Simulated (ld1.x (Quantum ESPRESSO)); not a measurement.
**Pseudopotential generation for Ta (Z = 73): TM, PW91, fully relativistic.**

```json
{"Element": "tantalum", "Generator": "ld1.x (Quantum ESPRESSO) 7.5", "Type": "norm-conserving Troullier–Martins (Kleinman–Bylander form)", "Functional": "PW91", "Relativity": "fully relativistic", "Frozen core": "[Xe]", "Valence charge": "19", "Reference configuration": "4f14 5d3 6s1.75 6p0.25", "Partial waves": "6s (bound): rc 2.70 bohr; 6p (bound): rc 3.75 bohr; 4f (bound): rc 0.90 bohr; 5d (bound): rc 2.70 bohr", "Local potential": "the d channel", "Core correction": "none"}
```

Open shells are filled in proportion to 2j + 1 (rel_dist='average').

All-electron outer shells of the reference configuration (PW91, scalar-relativistic, ld1.x):

| shell | level (eV) | outermost node (bohr) | outermost maximum (bohr) |
| --- | --- | --- | --- |
| 5s | -73.47 | 0.54 | 0.98 |
| 5p | -39.85 | 0.58 | 1.13 |
| 4f | -25.16 | – | 0.44 |
| 6s | -5.76 | 1.32 | 2.74 |
| 5d | -3.99 | 0.65 | 1.58 |
| 6p | -1.63 | 1.59 | 3.85 |

Results:

```
Ghost test          : ghost states, extra bound levels that the all-electron valence spectrum of the same l lacks: s at -33.7 eV, p3/2 at -3.8 eV; a true bound ghost makes a file unfit for plane-wave use (spherical-Bessel basis up to 400 Ry, 20 bohr box)
Configuration tests : 3 of 7 tests not solved or not reliable; not counted: 4f13 5d3 6s2 6p0 (pseudo-atom not self-consistent, printed error -4621 eV); 4f14 5d3 6s0 6p2 (pseudo-atom not self-consistent, printed error -4870 eV); 4f14 5d3 6s0 6p1 (solver errors, printed error -1.0 eV)
```

Note: ghost states, extra bound levels that the all-electron valence spectrum of the same l lacks: s at -33.7 eV, p3/2 at -3.8 eV. A true bound ghost makes a file unfit for plane-wave use. The potential misses its own reference levels by up to 0.4 eV.

Generation and tests took about 9.1 s on one core of a shared server CPU.
